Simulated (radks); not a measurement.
Values are calculated unless marked as measured or tabulated.
Species: Mg. Configuration: [Ne] 3s2.

Code: a radial shooting solver on a logarithmic mesh with Libxc functionals. Model: scalar-relativistic Kohn-Sham, XLYP, spin-unpolarised, spherical densities, point nucleus.

Energy parts (hartree):
total: -200.50694
kinetic: 200.76007
electron-nucleus: -480.71679
Hartree: 96.02172
exchange-correlation: -16.57194

Orbitals (lengths in bohr, moments of r in powers of bohr):
| orbital | occ. | eigenvalue (hartree) | <r> | <r^2> |
|---|---|---|---|---|
| 1s | 2 | -46.35016 | 0.1306 | 0.02299 |
| 2s | 2 | -2.92700 | 0.6979 | 0.5872 |
| 2p | 6 | -1.71163 | 0.6899 | 0.6130 |
| 3s | 2 | -0.16888 | 3.139 | 11.64 |

The highest occupied level is 3s at -4.596 eV. For comparison, the ionisation energy in NIST's Atomic Spectra Database is 7.646 eV (measured). In exact Kohn-Sham theory the highest level is minus the ionisation energy, but local and semilocal functionals leave it too shallow, through self-interaction and a potential that decays too fast; potentials with the right tail come closer. Summed over all electrons, <r^2> = 28.18 bohr^2, which gives a Langevin (diamagnetic) susceptibility term of -22.3 x 10^-6 cm^3/mol.
